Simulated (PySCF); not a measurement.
Job file and geometry (Å, from GFN2-xTB) of an NMR shielding run on `CC#C[Si@@H](P)PB(C)C`, C$_{5}$H$_{13}$BP$_{2}$Si, GIAO PBE0/pcSseg-1 NMR shielding, non-relativistic, gas phase (PySCF 2.14.0, density-fitted response routines); density fitting, a coarse starting grid and PySCF grid level 2 are the driver's defaults:

```
{"job": {"kind": "nmr", "xc": "PBE0", "basis": "pcSseg-1"}, "charge": 0, "multiplicity": 1}
C      4.728176     0.909884    -0.756402
C      3.416520     0.442113    -0.374534
C      2.320775     0.039800    -0.068462
Si     0.623142    -0.489753     0.439898
P      0.263195    -0.345366     2.663950
P     -0.761400     0.882213    -0.676246
B     -2.366288    -0.053795    -0.414984
C     -3.180634    -0.633253    -1.636343
C     -2.933891    -0.176867     1.052315
H      5.233990     1.342517     0.106393
H      5.323057     0.080411    -1.137665
H      4.638433     1.668960    -1.533022
H      0.504736    -1.927696     0.115178
H      0.445979     1.024520     2.724795
H      1.582673    -0.594445     2.986144
H     -0.413222     0.423092    -1.934256
H     -2.558188    -0.914914    -2.484897
H     -3.796779    -1.489958    -1.369207
H     -3.863554     0.137748    -1.998430
H     -4.017448    -0.075524     1.100650
H     -2.703315    -1.170021     1.444548
H     -2.496368     0.538935     1.749729
```

**Question.** What does the program print?

**Answer.** 
```
coarse grid: 19448 points
cycle   1  E = -1194.5198798521  dE =  7.189e-01  |g| = 5.582e-01  |ddm| = 4.423e+00
cycle   2  E = -1194.5089154016  dE =  1.096e-02  |g| = 5.917e-01  |ddm| = 1.273e+00
cycle   3  E = -1194.6019712503  dE = -9.306e-02  |g| = 9.434e-02  |ddm| = 6.596e-01
cycle   4  E = -1194.6033199294  dE = -1.349e-03  |g| = 6.137e-02  |ddm| = 1.133e-01
cycle   5  E = -1194.6042337582  dE = -9.138e-04  |g| = 1.295e-02  |ddm| = 5.629e-02
cycle   6  E = -1194.6042830027  dE = -4.924e-05  |g| = 2.593e-03  |ddm| = 2.081e-02
cycle   7  E = -1194.6042846682  dE = -1.665e-06  |g| = 8.423e-04  |ddm| = 4.943e-03
final grid: 172864 points
cycle   8  E = -1194.6557473086  dE = -4.139e-05  |g| = 8.825e-03  |ddm| = 4.749e-02
cycle   9  E = -1194.6557413874  dE =  5.921e-06  |g| = 9.978e-03  |ddm| = 1.891e-02
cycle  10  E = -1194.6557674455  dE = -2.606e-05  |g| = 1.325e-03  |ddm| = 1.025e-02
cycle  11  E = -1194.6557678723  dE = -4.268e-07  |g| = 3.741e-04  |ddm| = 1.440e-03
cycle  12  E = -1194.6557679038  dE = -3.149e-08  |g| = 1.234e-04  |ddm| = 4.447e-04
cycle  13  E = -1194.6557679084  dE = -4.608e-09  |g| = 2.035e-05  |ddm| = 1.994e-04
cycle  14  E = -1194.6557679085  dE = -1.132e-10  |g| = 5.569e-06  |ddm| = 3.448e-05
converged SCF energy = -1194.6557679085

GIAO shielding tensors (ppm)
atom      isotropic    diamagn.    paramagn.     s11        s22        s33       span
  0 C      180.737     252.446     -71.709    172.185    172.553    197.473     25.288
  1 C       70.805     277.846    -207.041    -19.280    -17.357    249.051    268.331
  2 C      100.485     261.458    -160.973     10.772     18.129    272.555    261.783
  3 Si     402.598     883.720    -481.122    365.788    396.770    445.234     79.447
  4 P      590.586     969.211    -378.625    530.581    610.468    630.710    100.129
  5 P      497.824     972.390    -474.566    426.994    451.168    615.310    188.316
  6 B        5.610     195.353    -189.743    -69.916    -38.960    125.706    195.622
  7 C      167.046     251.495     -84.449    148.331    167.191    185.617     37.286
  8 C      167.195     253.850     -86.655    147.510    172.828    181.247     33.737
  9 H       29.632      27.076       2.557     24.399     28.139     36.359     11.960
 10 H       29.639      26.720       2.919     24.506     27.786     36.624     12.118
 11 H       29.594      29.947      -0.353     24.324     28.245     36.212     11.888
 12 H       26.702      31.530      -4.828     23.472     25.195     31.440      7.969
 13 H       30.204      32.205      -2.001     25.944     27.683     36.985     11.041
 14 H       30.115      31.119      -1.005     24.726     27.313     38.305     13.580
 15 H       29.216      34.784      -5.568     23.889     28.265     35.494     11.605
 16 H       30.253      32.027      -1.775     25.947     30.660     34.150      8.203
 17 H       30.444      29.333       1.110     26.671     29.229     35.432      8.761
 18 H       30.668      28.344       2.324     27.022     28.497     36.485      9.462
 19 H       30.498      28.949       1.549     26.122     28.839     36.532     10.410
 20 H       31.044      31.453      -0.409     26.372     31.696     35.064      8.693
 21 H       30.536      33.048      -2.512     26.128     31.857     33.623      7.496
```

Size and cost of the density-fitted run: 239 basis functions, 49 s wall time on 1 thread of an Arm Neoverse V2, shared host.
